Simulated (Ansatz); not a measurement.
Relaxation of FGeH3 (5 atoms, charge 0, multiplicity 1), to a largest force component of 0.02 eV/Å in at most 40 steps.

The calculation used RKS BHLYP/def2-SVP (Ansatz).

```xyz
5
Properties=species:S:1:pos:R:3:forces:R:3
Ge 0.000 0.000 0.000 1.27 2.16 0.90
H 0.000 0.000 1.550 -0.10 -0.17 -0.37
H 1.462 0.000 -0.516 -0.38 -0.17 0.03
H -0.730 1.265 -0.516 0.04 -0.40 0.02
F -0.791 -1.371 -0.559 -0.82 -1.43 -0.58
```

**Question.** Where does it end, and by what steps?

**Answer.** It converged. After 3 steps the energy has fallen by 0.082 eV; Ge1 moved furthest, 0.06 Å.

```
step  energy less start (eV)  largest force component (eV/Å)  accepted
   0                  0.0000                           2.161       yes
   1                 -0.0676                           0.783       yes
   2                 -0.0750                           0.457       yes
   3                 -0.0817                           0.003       yes
```

```xyz
5
Properties=species:S:1:pos:R:3
Ge 0.029 0.049 0.020
H -0.010 -0.018 1.545
H 1.453 -0.018 -0.524
H -0.742 1.249 -0.525
F -0.789 -1.367 -0.558
```

Whether the end is a true minimum wasn't checked by a vibrational analysis.

The run took 6.3 s on 1 thread of Arm Neoverse V2 (shared host), peak memory 0.11 GiB.
